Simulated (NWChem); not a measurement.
Molecule: CH₂F₂O₂Si; SMILES F[SiH](OC=O)F

```xyz
8

O     -0.9267     1.8502     0.0000
C      0.2643     1.8290     0.0000
O      1.0096     0.7066     0.0000
Si     0.3949    -0.8510     0.0000
F     -0.5088    -1.0860    -1.2992
F     -0.5088    -1.0860     1.2992
H      0.9202     2.7233     0.0000
H      1.5462    -1.7584     0.0000
```
Atoms are numbered in this order, from 1.

Program: NWChem. The geometry was optimised at PBE0/def2-SVP. B3LYP is NWChem's, with the RPA form of VWN correlation. Atomic charges in e: unrestrained fits to the electrostatic potential beside Mulliken populations; buried atoms are poorly determined by the fit.

What does the run give for B3LYP/def2-SVP? Quantities: ESP O1; Mulliken O1; ESP C2; Mulliken C2; ESP O3; Mulliken O3; ESP Si4; Mulliken Si4; ESP F5; Mulliken F5; relative RMS misfit of the potential (%).


```json
{
  "ESP O1": "-0.47",
  "Mulliken O1": "-0.20",
  "ESP C2": "0.71",
  "Mulliken C2": "0.29",
  "ESP O3": "-0.55",
  "Mulliken O3": "-0.40",
  "ESP Si4": "1.15",
  "Mulliken Si4": "1.02",
  "ESP F5": "-0.33",
  "Mulliken F5": "-0.31",
  "relative RMS misfit of the potential (%)": "21"
}
```
